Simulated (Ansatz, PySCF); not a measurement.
System: F3Si, doublet: umbrella (inversion) coordinate, bond length relaxed. Scanned: angle between the Si-F bonds and the threefold axis (90 = planar). Other coordinates (Si-F bond length) were minimised at B3LYP/def2-TZVP.

- B3LYP = unrestricted B3LYP/cc-pVDZ in PySCF
- UKS-PBE/cc-pVDZ = unrestricted PBE/cc-pVDZ (Ansatz, a program for electronic structure)
- CCSD(T) on UHF/cc-pVDZ, 8 core orbitals frozen (PySCF)

Energies relative to the lowest point of each profile, in kcal/mol:

| a / ° | B3LYP | UKS-PBE/cc-pVDZ |
|---|---|---|
| 90 | 31.3 | 27.0 |
| 96 | 22.5 | 20.1 |
| 99 | 15.4 | 14.0 |
| 102 | 9.1 | 8.3 |
| 105 | 4.3 | 3.9 |
| 108 | 1.2 | 1.1 |
| 111 | 0.0 | 0.0 |
| 117 | 3.9 | 3.7 |
| 120 | 9.4 | 8.8 |
| 126 | 28.6 | 26.7 |
| 129 | 43.3 | 40.4 |
| 132 | 62.3 | 58.0 |

Predict the corresponding CCSD(T) column.

90: 38.6; 96: 24.4; 99: 16.1; 102: 9.2; 105: 4.2; 108: 1.0; 111: 0.0; 117: 4.7; 120: 10.8; 126: 31.8; 129: 47.6; 132: 67.8 (kcal/mol).
